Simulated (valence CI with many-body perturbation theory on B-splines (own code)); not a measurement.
## S¹¹⁺: calculated level list

Computed by configuration interaction combined with many-body perturbation theory (CI+MBPT): three valence electrons over a frozen Dirac-Fock core [He], radial functions for each j: 11 s, 11 p, 10 d, 8 f, 5 g, 2 h, with the one-electron correlation potential Σ1 (screened to all orders), the two-electron term Σ2, the three-electron term Σ3, Breit, model QED; selected single and double excitations, second order for the rest, scaled by the run's own slope (own B-spline code, finite nucleus).

No measured spectrum was set against this ion. As an estimate, levels of excited configurations hold to 0.05 to 0.15 % of their energy, terms of the ground configuration to about 0.5 %.

Levels 46 to 90 of 188, with energies above the lowest level, 2s2 2p 2P°_1/2. "Leading %" is the weight of the configuration and term that name the level; weights of strongly mixed levels are sums over their largest components and can fall short. In the jj column 3d3/2^4 stands for four electrons in 3d with j = 3/2.

| No. | Configuration | Term | J | E (eV) | Leading % | Second component | Leading jj |
| --- | --- | --- | --- | --- | --- | --- | --- |
| 46 | 2s 2p 3d | 2D° | 3/2 | 366.34 | 45 | 44 % 2s 2p 3s 2P° | 2s 2p3/2 3s (31 %) |
| 47 | 2s 2p 3s | 2P° | 1/2 | 366.40 | 94 |  | 2s 2p3/2 3s (64 %) |
| 48 | 2s 2p 3s | 2P° | 3/2 | 366.54 | 50 | 42 % 2s 2p 3d 2D° | 2s 2p3/2 3s (36 %) |
| 49 | 2s 2p 3d | 4D° | 7/2 | 366.60 | 96 |  | 2s 2p3/2 3d5/2 (69 %) |
| 50 | 2s 2p 3d | 2D° | 5/2 | 366.63 | 68 | 27 % 2s 2p 3d 4D° | 2s 2p3/2 3d3/2 (69 %) |
| 51 | 2s 2p 3d | 4P° | 5/2 | 367.59 | 76 | 13 % 2s 2p 3d 4D° | 2s 2p3/2 3d5/2 (72 %) |
| 52 | 2s 2p 3d | 4P° | 3/2 | 367.79 | 90 | 8 % 2s 2p 3d 4D° | 2s 2p3/2 3d3/2 (63 %) |
| 53 | 2s 2p 3d | 4P° | 1/2 | 367.95 | 96 |  | 2s 2p3/2 3d3/2 (90 %) |
| 54 | 2s 2p 3d | 2F° | 5/2 | 371.74 | 98 |  | 2s 2p1/2 3d5/2 (51 %) |
| 55 | 2s 2p 3d | 2F° | 7/2 | 372.74 | 99 |  | 2s 2p3/2 3d3/2 (53 %) |
| 56 | 2s 2p 3d | 2P° | 3/2 | 373.38 | 95 |  | 2s 2p3/2 3d5/2 (45 %) |
| 57 | 2s 2p 3d | 2P° | 1/2 | 373.97 | 97 |  | 2s 2p3/2 3d5/2 (82 %) |
| 58 | 2s 2p 3p | 2P | 1/2 | 378.02 | 87 | 10 % 2p2 3s 2P | 2s 2p3/2 3p1/2 (45 %) |
| 59 | 2s 2p 3p | 2D | 3/2 | 378.05 | 72 | 21 % 2s 2p 3p 2P | 2s 2p3/2 3p1/2 (68 %) |
| 60 | 2s 2p 3p | 2D | 5/2 | 378.25 | 94 | 4 % 2p2 3s 2D | 2s 2p3/2 3p3/2 (60 %) |
| 61 | 2s 2p 3p | 2P | 3/2 | 378.43 | 67 | 21 % 2s 2p 3p 2D | 2s 2p3/2 3p3/2 (66 %) |
| 62 | 2s 2p 3p | 2S | 1/2 | 380.90 | 92 |  | 2s 2p3/2 3p3/2 (54 %) |
| 63 | 2p2 3s | 4P | 1/2 | 384.90 | 98 |  | 2p1/2^2 3s (49 %) |
| 64 | 2p2 3s | 4P | 3/2 | 385.50 | 98 |  | 2p1/2 2p3/2 3s (91 %) |
| 65 | 2p2 3s | 4P | 5/2 | 386.36 | 98 |  | 2p3/2^2 3s (57 %) |
| 66 | 2s 2p 3d | 2F° | 7/2 | 387.85 | 93 | 6 % 2p2 3p 2F° | 2s 2p3/2 3d5/2 (61 %) |
| 67 | 2s 2p 3d | 2F° | 5/2 | 387.89 | 93 | 6 % 2p2 3p 2F° | 2s 2p3/2 3d3/2 (65 %) |
| 68 | 2s 2p 3d | 2D° | 3/2 | 389.31 | 98 |  | 2s 2p3/2 3d3/2 (61 %) |
| 69 | 2s 2p 3d | 2D° | 5/2 | 389.48 | 98 |  | 2s 2p3/2 3d5/2 (65 %) |
| 70 | 2p2 3s | 2P | 1/2 | 390.82 | 84 | 15 % 2s 2p 3p 2P | 2p1/2 2p3/2 3s (60 %) |
| 71 | 2s 2p 3d | 2P° | 1/2 | 391.25 | 96 |  | 2s 2p3/2 3d3/2 (67 %) |
| 72 | 2s 2p 3d | 2P° | 3/2 | 391.38 | 96 |  | 2s 2p3/2 3d5/2 (61 %) |
| 73 | 2p2 3s | 2P | 3/2 | 391.74 | 79 | 13 % 2s 2p 3p 2P | 2p1/2 2p3/2 3s (56 %) |
| 74 | 2p2 3p | 2S° | 1/2 | 393.49 | 94 |  | 2p1/2 2p3/2 3p1/2 (28 %) |
| 75 | 2p2 3s | 2D | 5/2 | 394.63 | 92 | 4 % 2s 2p 3p 2D | 2p1/2 2p3/2 3s (53 %) |
| 76 | 2p2 3p | 4D° | 1/2 | 394.63 | 96 |  | 2p1/2^2 3p1/2 (39 %) |
| 77 | 2p2 3s | 2D | 3/2 | 394.71 | 88 | 5 % 2p2 3s 2P | 2p3/2^2 3s (53 %) |
| 78 | 2p2 3p | 4D° | 3/2 | 394.98 | 96 |  | 2p1/2 2p3/2 3p1/2 (57 %) |
| 79 | 2p2 3p | 4D° | 5/2 | 395.59 | 96 |  | 2p1/2 2p3/2 3p3/2 (69 %) |
| 80 | 2p2 3p | 4D° | 7/2 | 396.38 | 98 |  | 2p3/2^2 3p3/2 (57 %) |
| 81 | 2p2 3p | 4P° | 1/2 | 396.63 | 95 |  | 2p1/2 2p3/2 3p1/2 (41 %) |
| 82 | 2p2 3p | 4P° | 3/2 | 396.75 | 88 | 7 % 2p2 3p 2D° | 2p1/2 2p3/2 3p1/2 (30 %) |
| 83 | 2p2 3p | 4P° | 5/2 | 397.21 | 81 | 15 % 2p2 3p 2D° | 2p1/2 2p3/2 3p3/2 (43 %) |
| 84 | 2p2 3p | 2D° | 3/2 | 397.91 | 91 | 7 % 2p2 3p 4P° | 2p1/2 2p3/2 3p3/2 (71 %) |
| 85 | 2p2 3p | 2D° | 5/2 | 399.08 | 82 | 15 % 2p2 3p 4P° | 2p3/2^2 3p3/2 (72 %) |
| 86 | 2p2 3p | 2P° | 3/2 | 400.99 | 88 | 9 % 2p2 3p 4S° | 2p1/2 2p3/2 3p3/2 (61 %) |
| 87 | 2p2 3p | 2P° | 1/2 | 401.21 | 95 |  | 2p3/2^2 3p3/2 (54 %) |
| 88 | 2p2 3p | 4S° | 3/2 | 401.27 | 89 | 8 % 2p2 3p 2P° | 2p3/2^2 3p1/2 (34 %) |
| 89 | 2p2 3d | 4F | 3/2 | 403.69 | 97 |  | 2p1/2^2 3d3/2 (42 %) |
| 90 | 2p2 3d | 4F | 5/2 | 404.00 | 96 |  | 2p1/2 2p3/2 3d3/2 (56 %) |

Names give the largest LS component (configuration and term), which can be under half, so a name can repeat, a term be missing and a line seem to break the LS rules; names also repeat where a configuration has a term twice.

Where two levels of one J and parity lie close, their mixing, g and order are uncertain.
